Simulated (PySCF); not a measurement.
An unknown gives this computed stick spectrum. Computed with TDDFT PBE0/def2-SVPD, vertical, gas phase, core orbitals frozen in the response (PySCF). Geometries: GFN2-xTB, one conformer each.

| state | E (eV) | f | main configurations (H = HOMO, L = LUMO) |
| --- | --- | --- | --- |
| S1 | 7.60 | 0.011 | H→L (94%) |
| S2 | 7.86 | 0.012 | H-1→L (74%), H→L+1 (20%) |
| S3 | 7.91 | 0.031 | H→L+1 (67%), H-1→L (20%), H→L+2 (9%) |
| S4 | 8.02 | 0.0061 | H→L+2 (74%), H→L+1 (10%) |
| S5 | 8.05 | 0.020 | H-2→L (74%) |
| S6 | 8.13 | 0.0005 | H-1→L+1 (74%), H-1→L+2 (14%) |

Task: Which candidate is it? All have the formula C7H11F.
A. `FCC[C@H]1CC12CC2`
B. `C=C1CCC(F)CC1`
C. `C=C(F)C1CCCC1`

Result: A. Its S1, at 7.60 eV, is the highest among the candidates; the nearest of the others has S1 at 6.85 eV. S1 is HOMO→LUMO (94%). Löwdin shares by element: HOMO carbon 67% or more (atoms not listed hold the other 33%); LUMO carbon 29% or more, hydrogen 8% or more (atoms not listed hold the other 63%). At the same level the other candidates give, for their lowest levels:
- `C=C1CCC(F)CC1`: 6.85 eV (f 0.141); 7.10 eV (f 0.212); 7.42 eV (f 0.001); 7.70 eV (f 0.013); 7.86 eV (f 0.106); T1 4.40 eV; HOMO -7.36, LUMO 0.11 eV
- `C=C(F)C1CCCC1`: 6.83 eV (f 0.025); 7.40 eV (f 0.528); 7.47 eV (f 0.011); 7.58 eV (f 0.015); 7.99 eV (f 0.007); T1 4.48 eV; HOMO -7.27, LUMO 0.50 eV

Shape of the structure used: `[F:1][CH2:2][CH2:3][C@H:4]1[CH2:5][C:6]12[CH2:7][CH2:8]2`: F1–C2–C3–C4 179°, C2–C3–C4–C5 82°.
Triplets come from the Tamm–Dancoff approximation.
